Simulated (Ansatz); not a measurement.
A run for Ansatz (a quantum-chemistry and plane-wave program): U-CCSD(T)/cc-pV(D+d)Z on H4OSi (SMILES O[SiH3]), a point of a bond scan (R = 1.488 Å). Files ending in .json are basis or fitting sets from the Basis Set Exchange.

Ansatz 0.2 input:
```yaml
crystal:
  periodic: [false, false, false]
  atoms:
    - {symbol: O, position_ang: [0.88392213, -0.28829487, -0.22140903]}
    - {symbol: Si, position_ang: [-0.50881883, 0.12973854, 0.09205040]}
    - {symbol: H, position_ang: [1.60731909, 0.13750037, 0.24425371]}
    - {symbol: H, position_ang: [-0.84295262, -0.10662565, 1.51863737]}
    - {symbol: H, position_ang: [-1.37924119, -0.69223322, -0.77093301]}
    - {symbol: H, position_ang: [-0.72577971, 1.56941136, -0.19593207]}
basis:
  gaussian:
    orbitals: cc-pV_D+d_Z.json
correlation: {method: ccsd_t, electrons: outside_noble_gas}
scf: {omitted_lower_state_checks: [cluster_reference]}
magnetization: {spin_polarized: true, initial_magnetization: 0}
```

The log:

```
WARN ansatz: RAYON_NUM_THREADS=2 ignored (pool sized by the plan → 2); use --threads N
Functional definition: HF
these checks for a lower state are left out or cut short: cluster_reference
integrals: 0.04 GiB planned
555 factors; integrals over basis functions are off by at most 1.4e-3 eV
mean field: 0.11 GiB planned
mean field evaluation 1: about -9961.2942 eV, gradient 2.2e1 eV
mean field evaluation 2: about -9961.2968 eV, gradient 2.2e1 eV
mean field evaluation 4: about -9963.2199 eV, gradient 1.5e0 eV
mean field evaluation 8: about -9963.2372 eV, gradient 3.4e-4 eV
mean field -9963.23715858 eV, -366.1422122530 hartree, gradient 2.3e-6 eV, S^2 0.000000; 0 other end points of the search recorded, 0 dependent functions left out
6 core orbitals not correlated
reference -9963.23715858 eV, -366.1422122530 hartree; 7, 7 occupied and 44, 44 virtual orbitals, 555 factors
second order -7.97382052 eV of doubles, -0.00000000 eV of singles
coupled cluster: 0.15 GiB planned
cycle   1  -8.45938468 eV  change   -4.9e-1 eV  update   6.3e-2
cycle   2  -8.70349434 eV  change   -2.4e-1 eV  update   1.8e-2
cycle   3  -8.74728078 eV  change   -4.4e-2 eV  update   7.5e-3
cycle   4  -8.74556603 eV  change    1.7e-3 eV  update   1.7e-3
cycle   5  -8.74535673 eV  change    2.1e-4 eV  update   4.9e-4
cycle   6  -8.74530343 eV  change    5.3e-5 eV  update   1.3e-4
cycle   7  -8.74525463 eV  change    4.9e-5 eV  update   3.5e-5
cycle   8  -8.74525473 eV  change   -9.9e-8 eV  update   1.0e-5
perturbative correction -0.15505447 eV, -0.0056981467 hartree
Total energy: -9972.13746778 eV, -366.4692925833 hartree
Checks for a lower state left out: cluster_reference
```

Self-consistency was reached.

Cost: around 1.3 core-seconds (rough).
